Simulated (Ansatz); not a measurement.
Basis sets compared for Li₄⁺. Charge 1, multiplicity 2. Geometry B3LYP/def2-TZVP. Ansatz on 4 threads of Arm Neoverse V1 on a shared host; times are rough, and most runs start from earlier orbitals.

```xyz
4

Li   -0.945   -0.526   -0.859
Li    0.995    1.628   -2.093
Li   -0.997   -1.631    2.091
Li    0.946    0.529    0.862
```

At HF/STO-3G, HF/6-31G, HF/def2-TZVP the charge 1 doublet is spin-contaminated (final ⟨S²⟩ up to 0.83, 0.75 for a pure state). The structure comes from a short search, and lower isomers may exist.

```csv
level,functions,energy (Eh),HOMO (eV),LUMO (eV),wall time
HF/STO-3G,20,-29.1998,-8.66,-2.55,0.1 s
HF/6-31G,36,-29.6177,-8.93,-3.27,0.1 s
PBE/def2-SVP,36,-29.7492,-6.89,-6.17,0.45 s
PBE0/def2-SVP,36,-29.7694,-7.47,-5.57,0.45 s
```

Problem. Estimate the rows for HF/def2-TZVP, PBE/def2-TZVP, PBE0/def2-TZVP (with forces).

Solution. 
| level | functions | energy (Eh) | HOMO (eV) | LUMO (eV) | wall time |
| --- | --- | --- | --- | --- | --- |
| HF/def2-TZVP | 56 | -29.6210 | -8.95 | -3.39 | 0.15 s |
| PBE/def2-TZVP | 56 | -29.7731 | -7.00 | -6.28 | 0.5 s |
| PBE0/def2-TZVP (with forces) | 56 | -29.7919 | -7.57 | -5.70 | 0.85 s |
